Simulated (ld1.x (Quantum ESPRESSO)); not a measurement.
# What the settings do to the RRKJ potential of Ni (Z = 28)

Base potential:

```
Element                 : nickel
Generator               : ld1.x (Quantum ESPRESSO) 7.5
Type                    : norm-conserving RRKJ (Kleinman–Bylander form)
Functional              : PBE
Relativity              : fully relativistic
Frozen core             : [Ar]
Valence charge          : 10
Reference configuration : 3d8 4s2 4p0
Partial waves           : 4s (bound): rc 2.20 bohr; 4p (bound, empty): rc 3.35 bohr; 3d (bound): rc 1.05 bohr
Local potential         : all-electron potential smoothed inside 1.95 bohr (lloc = -1)
Core correction         : none
rho0                    : 0.001
```

Open shells are filled in proportion to 2j + 1 (rel_dist='average').

All-electron outer shells of the reference configuration (PBE, scalar-relativistic, ld1.x):

```tsv
shell	level (eV)	outermost node (bohr)	outermost maximum (bohr)
3s	-111.06	0.30	0.64
3p	-71.39	0.27	0.65
3d	-8.87	–	0.63
4s	-5.64	0.92	2.24
4p	-1.22	1.00	3.17
```

Cutoffs, loose and tight: the cutoffs (Ry, on a coarse ladder) from which the occupation-weighted sum of valence levels, in a spherical-Bessel basis at the reference potential, stays within 10 and 1 mRy of its value at 400 Ry. They do not see the model core or the augmentation charge, which bear on the density cutoff. Test errors are all-electron minus pseudo excitation energies from the reference, over the configurations 3d8 4s1 4p0; 3d8 4s0 4p0; 3d7 4s0 4p0; 3d8 4s0 4p2; 3d8 4s1 4p1; 3d7 4s2 4p1; 3d7 4s2 4p0. A dash means not determined; rows that change the core or the reference have their own tests.

| change | outcome | cutoff, loose | cutoff, tight | bound ghosts | largest test error (meV) |
| --- | --- | --- | --- | --- | --- |
| base | generated | 160 Ry | 230 Ry | none | -237 |
| wave 4p (bound): rc 3.35 bohr becomes 4p (bound): rc 2.18 bohr | generated | 160 Ry | 230 Ry | none | -244 |
| wave 4p (bound): rc 3.35 bohr becomes 4p (bound): rc 2.52 bohr | generated | 160 Ry | 230 Ry | none | -254 |
| wave 4p (bound): rc 3.35 bohr becomes 4p (bound): rc 2.84 bohr | generated | 160 Ry | 230 Ry | none | -252 |
| wave 4p (bound): rc 3.35 bohr becomes 4p (bound): rc 3.12 bohr | generated | 160 Ry | 230 Ry | none | -245 |
| wave 4p (bound): rc 3.35 bohr becomes 4p (bound): rc 3.36 bohr | generated | 160 Ry | 230 Ry | none | -237 |
| wave 4p (bound): rc 3.35 bohr becomes 4p (bound): rc 3.68 bohr | generated | 160 Ry | 230 Ry | none | -227 |
| wave 4p (bound): rc 3.35 bohr becomes 4p (bound): rc 4.00 bohr | generated | 160 Ry | 230 Ry | none | -215 |
| wave 4p (bound): rc 3.35 bohr becomes 4p (bound): rc 4.32 bohr | generated | 160 Ry | 230 Ry | none | -208 |
| wave 4p (bound): rc 3.35 bohr becomes 4p (bound): rc 4.70 bohr | generated | 160 Ry | 230 Ry | none | -206 |
| wave 4p (bound): rc 3.35 bohr becomes 4p (bound): rc 4.94 bohr | generated | 160 Ry | 230 Ry | none | -210 |

Reading the sweep of the p radius (base included, trends over the rows without a ghost): The loose cutoff stays near 160 Ry. The median size of the test errors (rows with all tests solved) stays near 50.1 meV.
